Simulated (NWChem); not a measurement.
BeSiH₄SO; SMILES [SH][Be][O][SiH3]

```xyz
8

Be    -0.0292    -0.7062     0.0008
S     -0.0520    -2.6118    -0.0003
H      1.2990    -2.6910     0.0001
O     -0.0302     0.7079     0.0014
Si    -0.0079     2.3598    -0.0005
H     -0.6898     2.8777    -1.2238
H      1.4044     2.8454     0.0121
H     -0.7125     2.8806     1.2086
```
Atoms are numbered in this order, from 1.

Coordinates come from a PBE0/def2-SVP optimisation. B3LYP is NWChem's, with the RPA form of VWN correlation.

Problem. List the 4 lowest vertical singlet excitations from B3LYP/def2-SVPD, TDA (NWChem).

Solution. 
| state | energy (eV) | oscillator strength | leading excitation (squared amplitude) |
|---|---|---|---|
| S1 | 5.57 | 0.043 | HOMO → LUMO (0.92) |
| S2 | 5.92 | 0.009 | HOMO → LUMO+1 (0.90) |
| S3 | 6.58 | 0.008 | HOMO → LUMO+2 (0.90) |
| S4 | 6.97 | 0.047 | HOMO → LUMO+3 (0.72) |
